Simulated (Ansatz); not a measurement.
Cost and result for the atomization energy of CH7BFNSi, SMILES `NC[SiH2]BF` (12 atoms, 11 bonds).

```xyz
12

N     1.081   -1.881   -0.081
C     0.402   -0.767    0.569
Si   -0.392    0.379   -0.701
B    -1.255    2.028    0.125
F    -1.200    2.233    1.433
H     1.810   -1.549   -0.700
H     1.521   -2.489    0.598
H    -0.407   -1.162    1.193
H     1.037   -0.165    1.241
H     0.655    0.851   -1.659
H    -1.416   -0.346   -1.506
H    -1.836    2.869   -0.512
```

Total charge 0; spin multiplicity 1. Geometry: relaxed with PBE0-D4/def2-TZVP. It is one conformer, not always the lowest. Program: Ansatz. All runs use 4 threads of an AMD EPYC 7R43 on a shared host. Times are those of one run each, without the atoms' runs, and a repeat can differ threefold. Electronic energies, without spin–orbit coupling; frozen cores. CCSD(T)/CBS adds CCSD(T) − MP2 in def2-TZVPP to the MP2 limit, and its time is that of the two runs behind it. T1 = 0.012. B3LYP takes the VWN-RPA correlation (the form of Gaussian; ORCA's B3LYP/G).

CCSD(T)/CBS is a level of theory with its own doubt, some kJ/mol a heavy atom from the limit and from the frozen cores, so smaller differences don't rank the functionals.

```csv
level,functions,wall time,atomization (kJ/mol),difference from CCSD(T)/CBS,per bond
PBE-D4/def2-TZVPP (with forces),264,2.3 s,4306.3,73.1,6.6
PBE0-D4/def2-TZVPP,264,2.4 s,4238.5,5.3,0.5
r2SCAN-D4/def2-TZVPP (with forces),264,3.7 s,4241.1,7.9,0.7
B3LYP-D4/def2-TZVPP (with forces),264,3.9 s,4252.4,19.2,1.7
B2PLYP/def2-TZVPP,264,4.6 s,4199.7,-33.5,-3.0
ωB97X-V/def2-TZVPP,264,6 s,4262.5,29.3,2.7
ωB97M-V/def2-TZVPP (with forces),264,8.5 s,4255.9,22.7,2.1
MP2/def2-QZVPP,508,19 s,4237.0,3.8,0.3
CCSD(T)/def2-TZVPP,264,2.1 min,4122.9,-110.3,-10.0
CCSD(T)/CBS(def2),–,2.4 min,4233.2,0.0,0.0
```

In def2-TZVPP, CCSD(T) changes the Hartree–Fock value by +1003.3 kJ/mol (the triples alone add +53.4 kJ/mol) and MP2 by +1051.7 kJ/mol; breaking electron pairs costs correlation energy, which Hartree–Fock lacks. The D4 term adds +33.5 kJ/mol with B3LYP and +17.6 kJ/mol with PBE0; it sums over pairs of atoms, weighted by their polarisabilities, and B3LYP, whose exchange is more repulsive, gets the larger term. From PBE to PBE0 (25 % exact exchange), in def2-TZVPP and without D4, the atomization energy moves by −64.6 kJ/mol: exact exchange takes away binding that semilocal exchange gives to molecules.
